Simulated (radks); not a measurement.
Results of a calculation; reference values are marked as such.
Ionisation of neutral nitrogen, [He] 2s2 2p3, to N+, [He] 2s2 2p2, under several functionals. Dirac Kohn-Sham, spin-unpolarised, spherical densities, point nucleus; open shells are shared between the two j in proportion to 2j + 1; a radial shooting solver on a logarithmic mesh with Libxc functionals.

functional,E(N) (hartree),Exc (hartree),IE (eV),-e(HOMO) (eV),<r> HOMO (bohr),IE error (eV)
exchange-only LDA,-53.59923,-5.66372,12.383,6.003,1.509,-2.151
HCTH/407,-54.49373,-6.61336,13.806,7.294,1.485,-0.728
RPBE,-54.52398,-6.64088,13.545,7.044,1.489,-0.989
BP86,-54.51634,-6.63307,13.680,7.180,1.481,-0.854
AM05,-54.12591,-6.21907,13.502,7.011,1.484,-1.033
exchange-only B88,-54.29497,-6.39916,12.709,6.265,1.501,-1.825

NIST Atomic Spectra Database: 14.534 eV (measured). Closest: HCTH/407. The Delta-SCF values span 1.42 eV, the total energies 0.92 hartree. The highest occupied level is 2p3/2. Spin polarisation and multiplet splitting are left out, so open shells lie too high by an amount that depends on their filling.

Beside tabulated values, note that spin-unpolarised runs miss the spin-polarisation part of the exchange energy of open shells.
